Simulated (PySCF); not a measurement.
Species: C₅H₈Cl₂F (doublet state).
Z-matrix (Å and degrees, GFN2-xTB geometry), rows numbered from 1:
```
C 
C   1  1.5327
C   2  1.5423  1  109.62
F   3  1.3698  2  109.79  1    63.89
C   2  1.4893  1  112.14  3  -123.13
Cl  5  1.7053  2  117.31  1    58.72
C   5  1.4408  2  123.22  1  -137.12
Cl  7  1.8928  5  110.57  2   -76.84
H   1  1.0869  2  110.51  3    63.77
H   1  1.0865  2  110.24  3  -175.94
H   1  1.0867  2  109.52  3   -56.12
H   2  1.0945  1  109.10  3   117.19
H   3  1.0939  2  111.15  1   -54.42
H   3  1.0937  2  111.02  1  -177.88
H   7  1.0864  5  113.29  2    37.79
H   7  1.0861  5  114.09  2   167.56
```

The hyperfine couplings belong to this conformer and change with its torsions.

The species is `C[C@H](CF)[C](Cl)CCl` [radical].

Theory: PySCF 2.14.0, UKS B3LYP, pcH-1 on C Cl F H, non-relativistic, mean-field spin-orbit, GIAO. One conformer (not necessarily the lowest) at the GFN2-xTB geometry, without solvent, vibrations or thermal averaging. Couplings are sensitive to structure, and on GFN2-xTB geometries they can be far from those on DFT ones. The SCF solution wasn't tested for stability.

(1) Predict the first-order ENDOR lines of C5, C3, C1, C2, C7, F4, H15, H16, Cl8 and Cl6 under fast tumbling at B = 1205.0 mT (Q band).

(2) Which pairs are centred on the nuclear Larmor frequency, and which on half the coupling?

(3) At what field would the lower line of Cl8 fall to zero frequency?

Answers

(1) For S = 1/2 in fast tumbling each set of equivalent nuclei gives two lines, ν± = |νn ± a/2| to first order, with νn = g_N μN B/h and μN/h = 7.62259 MHz/T.

| nuclei | isotope | g_N | νn (MHz) | a_iso (MHz) | lower line (MHz) | upper line (MHz) |
| --- | --- | --- | --- | --- | --- | --- |
| C5 | 13C | 1.4048 | 12.90 | 110.32 | 42.26 | 68.07 |
| C3 | 13C | 1.4048 | 12.90 | 46.89 | 10.54 | 36.35 |
| C1 | 13C | 1.4048 | 12.90 | 27.59 | 0.89 | 26.70 |
| C2 | 13C | 1.4048 | 12.90 | -23.23 | 1.29 | 24.52 |
| C7 | 13C | 1.4048 | 12.90 | 8.82 | 8.50 | 17.31 |
| F4 | 19F | 5.2577 | 48.29 | 16.13 | 40.23 | 56.36 |
| H15 | 1H | 5.5857 | 51.31 | 21.27 | 40.67 | 61.94 |
| H16 | 1H | 5.5857 | 51.31 | 13.45 | 44.58 | 58.03 |
| Cl8 | 35Cl | 0.5479 | 5.03 | 41.42 | 15.68 | 25.74 |
| Cl6 | 35Cl | 0.5479 | 5.03 | 6.15 | 1.96 | 8.11 |

The rows for 13C, of low natural abundance, apply to labelled samples.

(2) Centred on νn, since |a| < 2νn: C2, C7, F4, H15, H16 and Cl6. Centred on |a|/2 and split by 2νn: C5, C3, C1 and Cl8.

(3) Where νn = |a|/2, that is B = 20.71 MHz/(0.5479 × 7.62259 MHz/T) = 4960 mT, as far as first order holds there.

Couplings of abundant isotopes left out: H12 (3.4 MHz), H14 (-3.4 MHz) and H13 (-1.8 MHz).

Main isotope only: 35Cl (natural samples also hold 24 % 37Cl, magnetic too, which adds its own pattern).

The Mulliken spin populations are largest on C5 (+0.80), Cl8 (+0.15) and Cl6 (+0.09). The angles at C5 add up to 358.2°, so it is nearly planar.
